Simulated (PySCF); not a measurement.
**Two-component Hartree-Fock for Ba²²⁺ (barium, charge +22)**

Start: [Ar] 3d10 4s2 4p4; 4p1/2 filled at m_j = -1/2, +1/2; 4p3/2 filled at m_j = +1/2, +3/2. Calculated with PySCF 2.14 in an uncontracted even-tempered set (18 s from 1.5 bohr⁻², ratio 2.8; 14 p from 2 bohr⁻², ratio 2.8; 9 d from 3.5 bohr⁻², ratio 2.8; 4 f from 11 bohr⁻², ratio 3): generalised Hartree-Fock with the X2C-1e Hamiltonian and a Gaussian nucleus; spin-orbit coupling (SO) screened by Boettger's factors.

```csv
spinor shell,electrons,"ε, screened SO (eV)",weight of nominal j (screened SO),"rms radius, screened SO (bohr)"
1s1/2,2,-38264.6,1.000,0.0292
2s1/2,2,-6688.6,1.000,0.119
2p1/2,2,-6326.8,1.000,0.102
2p3/2,4,-5939.9,1.000,0.108
3s1/2,2,-1926.1,1.000,0.308
3p1/2,2,-1774.3,1.000,0.299
3p3/2,4,-1694.5,1.000,0.311
3d3/2,4,-1432.2,0.999,0.282
3d5/2,6,-1415.1,0.999,0.285
4s1/2,2,-796.40,1.000,0.659
4p1/2,2,-734.90,0.984,0.676
4p3/2,2,-715.63,0.989,0.698
```

| quantity | screened SO |
| --- | --- |
| E (hartree) | -7919.96409 |
| M_J | 2 |
| ⟨J²⟩ | 6.007 |
| ⟨L²⟩ | 3.019 |
| ⟨S²⟩ | 1.522 |

Each row is a mean over spinors that exchange with the open shell spreads, by up to 12.980 eV (4s1/2).

Breit and QED terms are absent; they matter most for the inner s and p1/2 levels.

Densities and radii are taken from the X2C orbitals without a picture-change correction, which distorts them close to the nucleus.
